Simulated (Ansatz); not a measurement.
C2H3F3SSi (`C=CS[Si](F)(F)F`), relaxed with RKS PBE0-D4/def2-TZVP in Ansatz from a GFN2-xTB geometry. The force threshold is 0.005 eV/Å; the program also tests the step.

Charge 0, multiplicity 1.

Start:

```xyz
10

C    -1.529   -0.055    0.599
C    -1.149    1.007   -0.084
S     0.418    1.292   -0.855
Si    1.582   -0.399   -0.394
F     1.056   -1.789   -0.947
F     3.024   -0.212   -1.008
F     1.805   -0.689    1.149
H    -2.518   -0.103    1.022
H    -0.894   -0.908    0.767
H    -1.794    1.856   -0.249
```

| step | energy (eV) | largest force (eV/Å) | largest move (Å) |
| --- | --- | --- | --- |
| 1 | -28980.0759 | 0.713 | 0.000 |
| 2 | -28980.1194 | 0.533 | 0.088 |
| 3 | -28980.1326 | 0.251 | 0.036 |
| 4 | -28980.1347 | 0.077 | 0.016 |
| 5 (rejected) | -28980.1346 | 0.055 | 0.012 |
| 6 | -28980.1351 | 0.018 | 0.006 |
| 7 | -28980.1352 | 0.015 | 0.021 |
| 8 | -28980.1353 | 0.034 | 0.038 |
| 9 (rejected) | -28980.1301 | 0.281 | 0.195 |
| 10 | -28980.1355 | 0.028 | 0.025 |
| 11 | -28980.1361 | 0.025 | 0.067 |
| 13 | -28980.1374 | 0.109 | 0.079 |
| 15 | -28980.1398 | 0.108 | 0.046 |
| 17 | -28980.1436 | 0.154 | 0.167 |
| 19 | -28980.1478 | 0.094 | 0.093 |
| 21 | -28980.1525 | 0.097 | 0.050 |
| 23 | -28980.1576 | 0.153 | 0.076 |
| 25 | -28980.1605 | 0.044 | 0.059 |
| 27 | -28980.1614 | 0.047 | 0.042 |
| 29 | -28980.1617 | 0.031 | 0.035 |
| 31 | -28980.1618 | 0.004 | 0.003 |

End:

```xyz
10

C    -1.798   -0.177    0.250
C    -0.968    0.838    0.075
S     0.227    0.913   -1.249
Si    1.653   -0.275   -0.301
F     1.173   -1.759   -0.074
F     2.942   -0.321   -1.202
F     2.058    0.274    1.118
H    -2.520   -0.157    1.059
H    -1.781   -1.050   -0.392
H    -0.986    1.714    0.715
```

Run time 79 s (2 threads of an AMD EPYC 7R13 on a shared host and a share of an NVIDIA H100 80 GB); peak host memory 0.94 GiB.
